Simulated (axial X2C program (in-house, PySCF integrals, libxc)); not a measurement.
**Potential curves of LuBr, with spin–orbit coupling**

Computed with an in-house all-electron X2C program for linear molecules (integrals from PySCF). Two-component (2c) means X2C with spin–orbit coupling and atomic mean-field two-electron Coulomb and Gaunt terms. Basis: Lu dyall-cv3z [13s14p10d8f5g], Br dyall-cv3z [8s9p6d4f1g] (cores contracted in-house); Gaussian nuclei, density fitting, unrestricted open shells. Masses: Lu 174.941 u, Br 78.918 u.

State: Ω = 0 (closed shell). Energies in cm⁻¹ from the lowest point of each curve. Fits are polynomials in 1 − R0/R over 0.85 to 1.23 times the lowest point R0.

```csv
R (Å),PBE0
2.2107,6656
2.3123,2674
2.3885,1016
2.4648,194
2.5410,0
2.6299,358
2.7189,1161
2.8332,2625
2.9730,4797
3.1763,8251
3.4558,12942
3.8115,18238
```

Occupations by symmetry block were frozen at the best pattern of an incomplete PBE0 search. The closed shell is kept restricted, so the energy runs too high when the bond is stretched far.

What are Re and ωe at the PBE0 level?

At PBE0, 2c: Re = 2.531 Å, ωe ≈ 227 cm⁻¹; Be follows as 0.0484 cm⁻¹.
